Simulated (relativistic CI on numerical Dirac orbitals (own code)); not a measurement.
# Ir XLVII: q coefficients and field-shift factors

Computed by Dirac-Coulomb-Breit CI, separate exchange-only KLI orbitals for each configuration, derivatives by finite differences, unscaled Slater integrals, QED left out (own radial code, finite nucleus).

CI space (outside the closed core [Ar] 3d10): 4s2 4p, 4s 4p2, 4s2 4d, 4p3, 4s 4p 4d, 4s2 4f, 4s 4p 4f, 4p 4d2. Levels of other configurations are missing.

With x = (α/α₀)² − 1 an excitation energy changes as ω = ω₀ + qx; K = 2q/ω₀ is the relative enhancement. Terms are leading LS components, so labels can repeat. The field-shift factor is F = δν/δ⟨r²⟩ for the transition from the lowest level.

Lowest level 4s2 4p 2P°_1/2.

| Level | ω₀ (cm⁻¹) | q (cm⁻¹) | F (GHz/fm²) |
| --- | --- | --- | --- |
| 4s 4p2 4P_1/2 | 865185 | 173000 | -2820 |
| 4s2 4p 2P°_3/2 | 976962 | 1.21e+06 | -228 |
| 4s 4p2 4P_3/2 | 1718716 | 1.359e+06 | -3010 |
| 4s 4p2 2D_5/2 | 1797499 | 1.366e+06 | -2990 |
| 4s 4p2 2D_3/2 | 1912240 | 1.365e+06 | -2900 |
| 4s 4p2 2P_1/2 | 1938796 | 1.351e+06 | -3030 |
| 4s2 4d 2D_3/2 | 2388126 | 1.286e+06 | -351 |
| 4s2 4d 2D_5/2 | 2558938 | 1.638e+06 | -640 |
| 4p3 2P°_3/2 | 2752581 | 1.524e+06 | -5680 |
| 4s 4p2 4P_5/2 | 2776481 | 2.404e+06 | -2810 |
| 4s 4p2 2S_1/2 | 2912213 | 2.56e+06 | -3230 |
| 4s 4p2 2P_3/2 | 2950395 | 2.546e+06 | -3200 |
| 4s 4p 4d 4F°_3/2 | 3039148 | 1.42e+06 | -3030 |

At this charge energies of transitions that change n are usually good to better than 1 %, and those within a shell (Δn = 0) to a few per cent.

(1) Which transition from the lowest level has the largest |K|?

Answers

(1) 4s2 4p 2P°_3/2 at 976962 cm⁻¹, K = 2.48.
